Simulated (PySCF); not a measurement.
The vertical singlet excitations below were computed for one of the candidates. Method used: TDDFT B3LYP/def2-SVPD, vertical, gas phase, core orbitals frozen in the response in PySCF. Geometries: GFN2-xTB, one conformer each.

```
state  E (eV)       f  main configurations (H = HOMO, L = LUMO)
   S1    5.45  0.0037                                 H→L (91%)
   S2    5.92   0.022      H→L+1 (56%), H→L+2 (31%), H→L+3 (8%)
   S3    6.15   0.010     H→L+3 (46%), H→L+1 (34%), H→L+2 (12%)
   S4    6.25   0.020                  H→L+2 (52%), H→L+3 (35%)
   S5    6.62   0.027                               H→L+4 (93%)
   S6    6.94  0.0002                               H-1→L (94%)
   S7    7.10  0.0081     H→L+6 (66%), H→L+5 (16%), H→L+7 (13%)
   S8    7.13  0.0096                  H→L+5 (78%), H→L+6 (12%)
```

Orbital energies (eV): HOMO-3 -9.10, HOMO-2 -8.50, HOMO-1 -8.14, HOMO -6.69, LUMO -0.22, LUMO+1 0.20, LUMO+2 0.34.

**Question.** Which structure fits? All have the formula C4H9ClSSi.
A. `CS[C@H]1C[Si@@H](Cl)C1`
B. `CCC(=S)C[SiH2]Cl`
C. `S1[Si@@H](Cl)C[C@@H](C1)C`
D. `Cl/C(=C\C)SC[SiH3]`
E. `C/C=C(/Cl)SC[SiH3]`

**Answer.** C. Its S1, at 5.45 eV, is the highest among the candidates; the nearest of the others has S1 at 5.13 eV. S1 is HOMO→LUMO (91%). Löwdin shares by element: HOMO sulfur 70%, carbon 10% or more, silicon 6%; LUMO sulfur 24%, silicon 18%, chlorine 11%, carbon 10% or more (atoms not listed hold the other 37%). At the same level the other candidates give, for their lowest levels:
- `CS[C@H]1C[Si@@H](Cl)C1`: 5.13 eV (f 0.000); 5.37 eV (f 0.002); 5.55 eV (f 0.016); 5.61 eV (f 0.057); 6.00 eV (f 0.002); T1 4.82 eV; HOMO -6.10, LUMO -0.11 eV
- `CCC(=S)C[SiH2]Cl`: 2.55 eV (f 0.000); 5.13 eV (f 0.012); 5.21 eV (f 0.216); 5.58 eV (f 0.051); 5.96 eV (f 0.016); T1 2.13 eV; HOMO -6.17, LUMO -2.27 eV
- `C/C=C(/Cl)SC[SiH3]`: 4.43 eV (f 0.005); 5.20 eV (f 0.192); 5.32 eV (f 0.012); 5.62 eV (f 0.008); 5.83 eV (f 0.011); T1 3.62 eV; HOMO -5.94, LUMO -0.49 eV
- `C/C=C(\Cl)SC[SiH3]`: 4.77 eV (f 0.039); 5.31 eV (f 0.102); 5.60 eV (f 0.010); 5.75 eV (f 0.008); 5.93 eV (f 0.004); T1 3.76 eV; HOMO -6.21, LUMO -0.56 eV
Triplets come from the Tamm–Dancoff approximation.
